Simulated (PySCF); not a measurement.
**HfCl: from constants to spectrum**

ROHF-CCSD(T) constants of HfCl, ²Δ (doublet), unpaired electrons δ ↑ (basis Hf def2-TZVPPD with ECP60, Cl def2-TZVPPD; scalar-relativistic core potentials; PySCF 2.14; masses 179.9465 and 34.9689 u):

```
ωe                      : 375.7 cm⁻¹
ωexe                    : 1.03 cm⁻¹
Be                      : 0.10659 cm⁻¹
αe                      : 0.000404 cm⁻¹
D (centrifugal)         : 3.43e-08 cm⁻¹
De to Hf (5d2 6s2) + Cl : 5.04 eV
```

**Question.** Give the vibrational terms G(v) and spacings up to v = 6.

**Answer.** G(v) = ωe(v+½) − ωexe(v+½)².

```json
{"v": "0", "G(v) (cm⁻¹)": "187.6", "G(v) − G(v−1)": "", "Bv (cm⁻¹)": "0.1064"}
{"v": "1", "G(v) (cm⁻¹)": "561.2", "G(v) − G(v−1)": "373.6", "Bv (cm⁻¹)": "0.1060"}
{"v": "2", "G(v) (cm⁻¹)": "932.8", "G(v) − G(v−1)": "371.6", "Bv (cm⁻¹)": "0.1056"}
{"v": "3", "G(v) (cm⁻¹)": "1302.3", "G(v) − G(v−1)": "369.5", "Bv (cm⁻¹)": "0.1052"}
{"v": "4", "G(v) (cm⁻¹)": "1669.8", "G(v) − G(v−1)": "367.5", "Bv (cm⁻¹)": "0.1048"}
{"v": "5", "G(v) (cm⁻¹)": "2035.2", "G(v) − G(v−1)": "365.4", "Bv (cm⁻¹)": "0.1044"}
{"v": "6", "G(v) (cm⁻¹)": "2398.5", "G(v) − G(v−1)": "363.3", "Bv (cm⁻¹)": "0.1040"}
```

**Question.** How well does the Morse estimate ωe²/(4ωexe) reproduce De, and what is D0?

**Answer.** It gives 4.25 eV, 84 % of the computed De. D0 = De − G(0) = 5.04 − 0.02 = 5.02 eV.

Correlated steps freeze 5 core orbitals. Spin–orbit coupling is left out, which matters for elements this heavy, above all for dissociation energies. With d or f electrons several states lie close, and the lowest PBE0 determinant need not be the measured ground state.
